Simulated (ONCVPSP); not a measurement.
**Pseudopotentials across the periodic table**

Generated with ld1.x 7.5 (TM, RRKJ, ultrasoft, PAW), atompaw 4.2 or ONCVPSP 4.0.1. The cutoff is in Ry: for ld1.x and atompaw files where the sum of valence levels is converged to 10 mRy in a Bessel basis, for ONCV files where the hardest occupied wave has 1 mHa per electron of residual kinetic energy. The error is the largest all-electron minus pseudo excitation energy over each file’s own four to seven test configurations (ionisations up to +4, promotions, holes and added fractions of an electron), all of which were solved. The labels leave out finer settings (local radius, basis sizes, second energies), which also bear on the numbers. Spin-polarised tests are not counted. The rows are a selection from randomly drawn settings: files with unsolved tests, undetermined cutoffs or missed reference levels are left out.

A true bound ghost makes a file unfit for plane-wave use even where its test errors are small: the radial tests pick states by their node count and pass the ghost by.

```csv
element,potential,cutoff (Ry),largest error (meV),bound ghosts
He,"ONCV, PBE, scalar-relativistic, rc 0.70/0.60 (sp), local smoothed, core correction no, reference 1s2, qcut 7.5/13, projectors 2/2",380,+32,none
O,"ONCV, LDA (Perdew-Zunger), scalar-relativistic, rc 0.60/1.55/1.70 (spd), local s, core correction no, reference 2s2 2p2, qcut 9.1/7.4/6.5, projectors 0/2/3",270,+411,none
Ca,"ONCV, PBE, scalar-relativistic, rc 1.20/1.75/1.20 (spd), local d, core correction no, reference 3s2 3p6, qcut 6.3/6.7/8.8, projectors 3/2/0",83,-4.2,p
Ga,"ONCV, PBE, scalar-relativistic, rc 1.65/1.70/1.50 (spd), local smoothed, core correction no, reference 4s1, qcut 3.4/4.5/6.3, projectors 2/2/2",29,+291,d
Zr,"ONCV, PBE, scalar-relativistic, rc 3.00/1.90/2.30/2.90 (spdf), local smoothed, core correction yes, reference 4p6 4d2 5s2, qcut 2.4/8.3/8.1/3.5, projectors 2/2/2/1",41,+116,s
Sn,"ONCV, PBEsol, fully relativistic, rc 1.50/1.60/1.60 (spd), local smoothed, core correction no, reference 4s2 4p6 4d10 5s2 5p2, qcut 7.5/9.5/10.9, projectors 2/2/3",76,+17,none
Ba,"ONCV, PBE, scalar-relativistic, rc 3.05/1.95/2.80 (spd), local smoothed, core correction yes, reference 5s2 5p6 6s2, qcut 3.8/4.9/3.4, projectors 2/1/1",22,-33,none
Lu,"ONCV, PBEsol, scalar-relativistic, rc 1.65/1.55/0.85/1.00 (spdf), local smoothed, core correction yes, reference 4d10 4f13 5s2 5p6 5d2 6s2, qcut 8.7/6.4/22.5/19.3, projectors 2/2/3/2",311,-14,s
Pt,"ONCV, PBE, non-relativistic, rc 1.40/1.30/1.55 (spd), local smoothed, core correction yes, reference 5s2 5p6 5d9 6s1, qcut 7.1/7.2/5.7, projectors 2/2/3",86,-29,none
```

Q: Fill in the row for Ca: ONCV, PBE, scalar-relativistic, rc 1.65/1.30/1.30/1.45 (spdf), local smoothed, core correction yes, reference 3s2 3p6 4s2, qcut 6.5/5.2/7.2/8.2, projectors 2/2/1/2.

A: cutoff 32 Ry, largest error -3.3 meV, bound ghosts: none.
